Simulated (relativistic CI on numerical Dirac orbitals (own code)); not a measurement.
Magnetism of Nd3+, 4f3, in a crystal field

Calculated by Dirac-Coulomb-Breit CI, orbitals from a KLI potential per configuration, model QED (radiative potential, 1s self-energy scaled to tabulated hydrogen-like ionisation energies), valence Slater integrals scaled by 0.8, one configuration in a parametric crystal field (own radial code).

Field parameters in Wybourne normalisation; cubic f-shell fields have B⁴₄ = √(5/14) B⁴₀ and B⁶₄ = −√(7/2) B⁶₀. The field is a parameter set, without covalency.

S is read from ⟨S²⟩ = S(S + 1).

Powder χT (cm³ K mol⁻¹) by Van Vleck's formula, with temperature-independent terms:

| Field | 2 K | 5 K | 10 K | 20 K | 50 K | 100 K | 200 K | 300 K |
| --- | --- | --- | --- | --- | --- | --- | --- | --- |
| C2v, B20 = 110, B22 = -90, B40 = -630, B42 = -90, B44 = 110, B60 = -280, B62 = -200, B64 = 70, B66 = 560 cm⁻¹ | 0.64 | 0.669 | 0.717 | 0.813 | 1.08 | 1.37 | 1.58 | 1.66 |
| C2v, B20 = -190, B22 = 50, B40 = 120, B42 = 0, B44 = -370, B60 = -550, B62 = 40, B64 = 110, B66 = -270 cm⁻¹ | 0.39 | 0.494 | 0.661 | 0.922 | 1.28 | 1.5 | 1.63 | 1.68 |
| D3d, B20 = 2340, B40 = 490, B43 = -1370, B60 = 240, B63 = 190, B66 = 660 cm⁻¹ | 1.17 | 1.18 | 1.19 | 1.22 | 1.31 | 1.42 | 1.55 | 1.62 |
| D3d, B20 = 150, B40 = 390, B43 = 1220, B60 = 280, B63 = -170, B66 = 610 cm⁻¹ | 0.493 | 0.597 | 0.759 | 0.983 | 1.26 | 1.43 | 1.58 | 1.65 |
| D4h, B20 = 2150, B40 = -1160, B44 = 670, B60 = 570, B64 = 310 cm⁻¹ | 1.23 | 1.25 | 1.27 | 1.31 | 1.43 | 1.53 | 1.62 | 1.67 |
| Oh, B40 = 2150, B60 = 450 cm⁻¹ | 0.751 | 0.764 | 0.786 | 0.829 | 0.959 | 1.15 | 1.41 | 1.54 |

Problem. For D4h, B20 = 2150, B40 = -1160, B44 = 670, B60 = 570, B64 = 310 cm⁻¹: what effective moment follows at 300 K?

Solution. μ_eff = √(8χT) = 3.65 μB. The LS value g√(J(J + 1)) of the free ion's 4I°_9/2 level is 3.62 μB.
